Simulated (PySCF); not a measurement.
All values below come from TPSSh-D3(BJ)/def2-TZVP // B3LYP-D3(BJ)/def2-TZVP in PySCF. Gas-phase values, no solvent. 

Reference species (SMILES): `[Cl][Sn]([Cl])[Cl]` (neutral, multiplicity 2).

| Item | Value |
|---|---|
| dipole moment | 2.08 D |

Changed species: `[SnH3]` (radical fragment; the reference has radical fragment).

### Question
Give the shifts of the dipole moment.

### Answer
the dipole moment decreases by 1.72 D, to 0.36 D.
